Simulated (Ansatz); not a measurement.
The first iterations of a band of C2H5ClOSi (10 atoms, charge 0, multiplicity 1).

These are results of RKS B3LYP-D4/def2-SVP in Ansatz 0.2.0, not measurements.

```json
{
 "movable images": "9",
 "climbing image": "yes",
 "spring": "5.0 eV/Å²",
 "optimiser": "quadratic models (default)",
 "start path": "through a guess of the saddle point",
 "force threshold": "0.05 eV/Å",
 "iteration limit": "60",
 "end points": "relaxed"
}
```

Initial state:

```xyz
10
Properties=species:S:1:pos:R:3
C 0.479 -1.572 -0.857
C 0.429 -0.626 0.085
Cl 1.629 -0.607 1.392
Si -0.813 0.783 0.227
O -0.018 2.244 0.283
H 1.233 -2.366 -0.861
H -0.257 -1.566 -1.665
H -1.626 0.549 1.455
H -1.671 0.795 -0.984
H 0.698 2.314 0.928
```

Final state:

```xyz
10
Properties=species:S:1:pos:R:3
C 0.479 -1.573 -0.850
C 0.428 -0.615 0.079
Cl 1.649 -0.560 1.367
Si -0.825 0.785 0.227
O -0.025 2.242 0.313
H -0.268 -1.588 -1.649
H 1.244 -2.356 -0.853
H -1.653 0.531 1.441
H -1.673 0.811 -0.991
H 0.728 2.273 0.918
```

| iteration | highest image above the first end (eV) | largest band force component (eV/Å) |
| --- | --- | --- |
| 1 | 26.264 | 97.241 |
| 2 | 13.688 | 43.069 |
| 3 | 6.172 | 18.265 |
| 4 | 4.132 | 9.282 |
| 5 | 3.784 | 3.436 |
| 6 | 3.904 | 2.418 |
| 7 | 3.906 | 2.788 |
| 8 | 3.863 | 2.598 |
| 9 | 3.800 | 1.368 |
| 10 | 3.674 | 1.296 |
| 11 | 3.526 | 1.202 |
| 12 | 3.139 | 1.163 |
| 13 | 2.961 | 0.970 |
| 14 | 2.858 | 0.557 |
| 15 | 2.726 | 1.111 |
| 16 | 2.746 | 1.874 |
| 17 | 2.546 | 1.877 |
| 18 | 2.840 | 1.902 |
| 19 | 2.629 | 1.690 |
| 20 | 2.532 | 1.889 |

Question: Does the band converge within its limit, and where does its top end?

Answer: The run ended unconverged. It ended after 60 iterations with the highest image 3.758 eV above the first end. The band didn't meet its force threshold, so its energies are provisional: the largest band force was still 2.50 eV/Å, and over the last iterations the top moved between 3.31 and 3.76 eV.

Run time: 23 min on 2 threads of Arm Neoverse V1, on a shared host, peak memory 0.23 GiB.
